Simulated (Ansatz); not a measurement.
Consider the ligand exchange at a B–S bond: `BSC(F)[SiH3]` + `[SH][GaH][Cl]` → `B[S][GaH][Cl]` + `FC([SiH3])S`.

Calculated with Ansatz (gas phase, PBE0-D4/def2-TZVP geometries, no zero-point term in ΔE). CBS: MP2 limit from def2 TZ/QZ plus the TZ coupled-cluster correction, frozen cores. For Ga outer-core shells are correlated without core-valence functions, which leaves a few kJ/mol of doubt a bond. Scalar relativity is left out up to krypton. One conformer a species, not always the lowest.

```
        species  CCSD(T)/CBS(def2) energy (Eh)
 `BSC(F)[SiH3]`                     -853.08988
`[SH][GaH][Cl]`                    -2782.78263
`B[S][GaH][Cl]`                    -2808.18728
  `FC([SiH3])S`                     -827.68200
```

Question: Work out ΔE.

Answer: ΔE = (-2808.18728) + (-827.68200) − (-853.08988) − (-2782.78263) = 0.00323 Eh = +2.0 kcal/mol.

Largest T1 diagnostic among the species: 0.014.

Leaving LDA and LC-ωPBE aside and taking each functional with its dispersion term where it has one, the values, not all of them listed here, spread over 0.7 kcal/mol, from PBE-QIDH to CAM-B3LYP-D4.
